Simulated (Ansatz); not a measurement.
Born–Oppenheimer molecular dynamics of C$_{2}$H$_{9}$BO (13 atoms, charge 0, multiplicity 1). It starts at the highest image of a converged band. Of that band: Neighbouring images differ by up to 1.6 eV, so the band resolves the path poorly. A vibrational analysis at the climbing image gives one clearly imaginary mode, 1207i cm⁻¹: a first-order saddle point.

The calculation used Ansatz 0.2.0, RKS PBE/6-31G*.

```yaml
ensemble: NVE (velocity Verlet)
time_step: 0.5 fs
steps_asked: 200
starting_velocities_drawn_for: 100 K
seed: 2399
```

Frames 5 fs apart, positions in Å, forces in eV/Å.

Velocities at 20 fs (Å/ps):

```
B 4.14 -7.71 -6.93
C -0.99 0.06 7.49
H 0.47 10.42 12.93
H 5.98 8.01 12.44
H 9.14 -6.27 -19.82
H -12.66 7.81 21.55
H -5.98 -10.45 -7.29
O -1.64 2.98 -3.26
C -0.03 0.14 -0.79
H 7.00 -0.65 6.31
H -5.49 0.36 -8.22
H -6.14 -6.09 3.99
H 1.46 29.90 24.32
```

```xyz
13
Properties=species:S:1:pos:R:3:forces:R:3 time_fs=20 energy_less_start_eV=-0.174 T=223
B 0.032 -0.305 0.115 -0.33 -1.79 -1.14
C -0.071 -0.075 1.974 -0.71 0.39 1.02
H -0.949 -0.495 2.475 -0.18 0.22 0.34
H 0.805 -0.101 2.589 0.80 0.19 0.99
H -0.247 0.962 1.697 -0.09 0.21 -0.25
H 0.954 0.392 -0.225 0.05 -0.04 0.08
H -1.112 -0.040 -0.227 0.29 0.09 0.14
O 0.336 -1.829 0.074 0.04 0.59 -0.95
C -0.742 -2.699 -0.274 0.16 0.53 -0.42
H -0.443 -3.728 -0.050 0.20 -0.29 0.06
H -1.660 -2.487 0.308 -0.15 0.09 -0.10
H -0.962 -2.632 -1.373 -0.09 0.00 0.49
H 0.221 -0.979 1.359 0.00 -0.18 -0.23
13
Properties=species:S:1:pos:R:3:forces:R:3 time_fs=25 energy_less_start_eV=-0.514 T=462
B 0.045 -0.366 0.067 -0.37 -1.30 -1.11
C -0.077 -0.064 2.031 0.73 1.10 2.39
H -0.970 -0.417 2.575 0.04 0.26 0.01
H 0.841 -0.031 2.708 -0.99 0.28 -0.38
H -0.212 0.937 1.583 -0.09 -0.30 0.31
H 0.927 0.434 -0.125 0.22 -0.32 -0.23
H -1.095 -0.080 -0.242 0.08 0.16 0.06
O 0.328 -1.809 0.050 0.17 0.32 -1.35
C -0.740 -2.696 -0.278 0.10 -0.25 0.56
H -0.403 -3.729 -0.020 -0.19 0.37 -0.11
H -1.690 -2.478 0.265 0.25 0.02 0.14
H -0.998 -2.662 -1.339 0.08 0.02 -0.52
H 0.247 -0.914 1.423 -0.03 -0.37 0.21
13
Properties=species:S:1:pos:R:3:forces:R:3 time_fs=30 energy_less_start_eV=-0.961 T=776
B 0.051 -0.452 -0.006 0.23 1.34 -0.89
C -0.075 -0.035 2.130 -0.61 -0.04 0.61
H -0.991 -0.284 2.684 -0.08 0.04 -0.05
H 0.741 0.108 2.808 0.81 0.41 0.80
H -0.201 0.870 1.525 -0.17 0.13 0.26
H 0.944 0.396 -0.077 -0.08 -0.72 -0.31
H -1.066 -0.083 -0.244 -0.32 0.08 -0.11
O 0.323 -1.787 0.006 0.43 -1.31 -1.25
C -0.737 -2.695 -0.277 -0.33 0.19 -0.76
H -0.389 -3.688 -0.005 0.04 -0.48 0.11
H -1.676 -2.460 0.255 0.06 0.09 0.30
H -1.009 -2.688 -1.367 0.32 -0.01 0.41
H 0.257 -0.915 1.544 -0.32 0.29 0.88
13
Properties=species:S:1:pos:R:3:forces:R:3 time_fs=35 energy_less_start_eV=-1.354 T=1052
B 0.057 -0.509 -0.098 -1.09 2.78 -0.71
C -0.080 0.003 2.252 0.21 1.28 2.13
H -1.030 -0.139 2.787 -0.07 -0.05 0.09
H 0.714 0.321 3.002 -0.68 -0.25 -0.70
H -0.223 0.817 1.529 0.08 -0.03 0.08
H 0.972 0.227 -0.100 0.68 0.49 -0.23
H -1.086 -0.076 -0.268 0.32 -0.24 -0.08
O 0.325 -1.784 -0.056 0.67 -2.72 -0.46
C -0.739 -2.694 -0.285 0.09 -0.97 0.61
H -0.383 -3.706 0.022 -0.23 0.33 -0.09
H -1.639 -2.427 0.301 0.05 -0.03 -0.13
H -0.965 -2.717 -1.349 -0.28 -0.06 -0.44
H 0.227 -0.928 1.815 0.24 -0.53 -0.06
13
Properties=species:S:1:pos:R:3:forces:R:3 time_fs=40 energy_less_start_eV=-1.622 T=1241
B 0.049 -0.511 -0.205 1.69 0.94 -0.04
C -0.085 0.058 2.408 -1.04 -0.80 -0.13
H -1.076 -0.007 2.904 0.20 -0.09 -0.01
H 0.608 0.503 3.104 0.66 0.15 0.43
H -0.226 0.754 1.558 0.24 -0.32 0.13
H 1.101 0.129 -0.181 -0.70 0.23 -0.20
H -1.065 -0.106 -0.317 -0.38 0.21 -0.21
O 0.335 -1.816 -0.126 0.35 -0.46 -0.10
C -0.741 -2.709 -0.288 -0.37 -0.51 -0.54
H -0.413 -3.695 0.041 0.08 -0.45 0.13
H -1.601 -2.397 0.326 -0.25 -0.04 -0.23
H -0.972 -2.760 -1.379 -0.34 -0.12 0.48
H 0.228 -0.991 2.100 -0.15 1.25 0.31
13
Properties=species:S:1:pos:R:3:forces:R:3 time_fs=45 energy_less_start_eV=-1.790 T=1359
B 0.070 -0.492 -0.314 0.67 -1.55 0.16
C -0.105 0.109 2.571 -0.07 1.67 0.76
H -1.097 0.106 3.029 -0.29 -0.04 0.14
H 0.584 0.689 3.240 -0.28 -0.43 -0.42
H -0.179 0.634 1.609 0.07 0.05 -0.03
H 1.111 0.106 -0.308 -0.23 0.56 -0.12
H -1.089 -0.105 -0.410 0.44 0.01 -0.09
O 0.351 -1.856 -0.198 -0.24 1.62 -0.21
C -0.749 -2.737 -0.296 -0.39 -0.84 0.31
H -0.441 -3.742 0.074 -0.08 0.32 -0.09
H -1.608 -2.380 0.301 -0.02 -0.08 -0.03
H -1.058 -2.830 -1.344 -0.13 -0.12 -0.22
H 0.231 -0.890 2.434 0.54 -1.17 -0.16
13
Properties=species:S:1:pos:R:3:forces:R:3 time_fs=50 energy_less_start_eV=-1.846 T=1398
B 0.106 -0.504 -0.420 0.04 -1.60 0.09
C -0.128 0.178 2.742 0.35 -1.50 -0.49
H -1.153 0.206 3.169 0.33 -0.06 -0.23
H 0.543 0.810 3.325 0.16 0.23 0.16
H -0.118 0.512 1.676 -0.17 0.03 0.55
H 1.069 0.204 -0.465 0.17 0.08 0.01
H -1.038 -0.096 -0.524 0.18 -0.10 0.01
O 0.363 -1.875 -0.272 -0.69 1.26 -0.34
C -0.765 -2.778 -0.301 -0.54 0.42 -0.32
H -0.473 -3.751 0.100 0.25 -0.14 0.16
H -1.622 -2.378 0.271 0.16 0.00 0.22
H -1.166 -2.926 -1.329 0.45 0.05 0.07
H 0.296 -0.897 2.748 -0.68 1.35 0.11
13
Properties=species:S:1:pos:R:3:forces:R:3 time_fs=55 energy_less_start_eV=-1.810 T=1374
B 0.146 -0.548 -0.524 0.34 0.55 -0.21
C -0.144 0.229 2.908 0.31 1.34 0.05
H -1.167 0.294 3.275 -0.32 0.08 0.08
H 0.512 0.964 3.420 -0.32 -0.05 -0.12
H -0.092 0.406 1.833 -0.15 0.21 -0.33
H 1.053 0.304 -0.617 -0.16 -1.02 0.18
H -0.959 -0.104 -0.640 -0.54 -0.06 0.04
O 0.366 -1.877 -0.352 -0.62 -0.56 -0.12
C -0.789 -2.813 -0.310 0.59 0.63 0.22
H -0.458 -3.765 0.150 0.11 0.32 -0.10
H -1.605 -2.377 0.286 0.02 0.04 0.09
H -1.186 -3.014 -1.318 0.26 0.08 -0.14
H 0.262 -0.729 3.092 0.48 -1.56 0.35
13
Properties=species:S:1:pos:R:3:forces:R:3 time_fs=60 energy_less_start_eV=-1.767 T=1343
B 0.186 -0.583 -0.632 -2.25 0.75 -0.24
C -0.154 0.291 3.074 0.16 -1.08 0.36
H -1.217 0.394 3.384 0.35 -0.04 -0.08
H 0.434 1.118 3.507 -0.04 -0.11 -0.06
H -0.098 0.336 1.962 0.06 -0.12 0.44
H 1.039 0.214 -0.734 1.13 0.10 0.01
H -0.967 -0.134 -0.745 0.33 -0.23 0.11
O 0.359 -1.886 -0.433 -0.31 -1.77 0.24
C -0.803 -2.834 -0.316 1.26 1.13 0.11
H -0.412 -3.730 0.186 0.05 -0.03 -0.04
H -1.580 -2.370 0.316 -0.08 -0.04 -0.30
H -1.147 -3.085 -1.331 -0.13 0.08 0.10
H 0.256 -0.716 3.473 -0.53 1.36 -0.66
13
Properties=species:S:1:pos:R:3:forces:R:3 time_fs=65 energy_less_start_eV=-1.870 T=1415
B 0.189 -0.601 -0.746 0.35 0.12 0.05
C -0.162 0.340 3.245 -0.93 1.48 -0.52
H -1.222 0.487 3.485 -0.26 -0.07 0.06
H 0.348 1.256 3.579 0.28 -0.11 -0.02
H -0.090 0.246 2.156 0.23 -0.12 -0.14
H 1.210 0.092 -0.841 -0.56 -0.44 0.00
H -0.934 -0.197 -0.829 -0.30 0.45 -0.05
O 0.348 -1.919 -0.511 -0.16 -0.61 0.23
C -0.792 -2.835 -0.320 1.28 0.55 -0.31
H -0.358 -3.695 0.211 -0.21 -0.11 -0.02
H -1.576 -2.366 0.290 -0.17 0.06 -0.14
H -1.135 -3.140 -1.325 -0.23 -0.02 0.24
H 0.182 -0.521 3.754 0.69 -1.18 0.62
13
Properties=species:S:1:pos:R:3:forces:R:3 time_fs=70 energy_less_start_eV=-1.870 T=1415
B 0.192 -0.619 -0.858 0.39 -1.16 0.38
C -0.183 0.405 3.411 0.12 -0.62 0.56
H -1.262 0.560 3.593 0.09 -0.16 -0.02
H 0.321 1.364 3.648 0.10 -0.34 -0.10
H -0.034 0.130 2.346 0.06 0.10 0.33
H 1.294 -0.098 -0.954 -0.60 0.26 -0.16
H -0.940 -0.173 -0.920 0.31 0.27 -0.04
O 0.334 -1.961 -0.586 0.17 1.03 -0.10
C -0.759 -2.824 -0.329 -0.33 -0.42 0.01
H -0.348 -3.682 0.235 -0.24 0.07 0.05
H -1.597 -2.353 0.228 0.31 0.06 0.01
H -1.171 -3.201 -1.278 0.00 -0.10 -0.13
H 0.196 -0.435 4.090 -0.37 1.00 -0.78
13
Properties=species:S:1:pos:R:3:forces:R:3 time_fs=75 energy_less_start_eV=-1.841 T=1395
B 0.201 -0.660 -0.962 -0.50 -0.91 0.34
C -0.205 0.465 3.583 -0.05 0.07 -0.66
H -1.293 0.602 3.699 0.12 0.00 -0.04
H 0.324 1.417 3.696 -0.02 0.21 -0.01
H 0.034 0.037 2.591 -0.18 0.16 0.07
H 1.278 -0.222 -1.108 0.55 0.86 -0.32
H -0.887 -0.090 -1.020 0.41 -0.22 0.06
O 0.324 -1.989 -0.662 0.69 1.04 -0.24
C -0.732 -2.822 -0.339 -1.71 -1.15 -0.38
H -0.385 -3.662 0.276 0.19 0.00 0.21
H -1.566 -2.318 0.172 0.01 0.26 0.27
H -1.202 -3.276 -1.247 0.36 0.13 0.09
H 0.170 -0.225 4.324 0.13 -0.45 0.61
```

Of the whole run (100 fs, mean temperature of the second half 1389 K): The conserved energy stayed within 0.076 meV per atom of its start (net change 0.043 meV per atom), so the integration is sound. The kinetic energy rose, since the run started high on the potential surface and went downhill. It ends in pieces (CH4 + CH5BO), so much of that is their flight and rotation, not heat. A run of 0.1 ps of so small a system gives no equilibrium averages. The orbitals stay closed-shell, which can raise the energy where a bond breaks towards radicals; this wasn't checked here.

Time of the run: 8.2 min on 1 thread of Arm Neoverse V1, with other jobs on the host, peak memory 0.13 GiB.
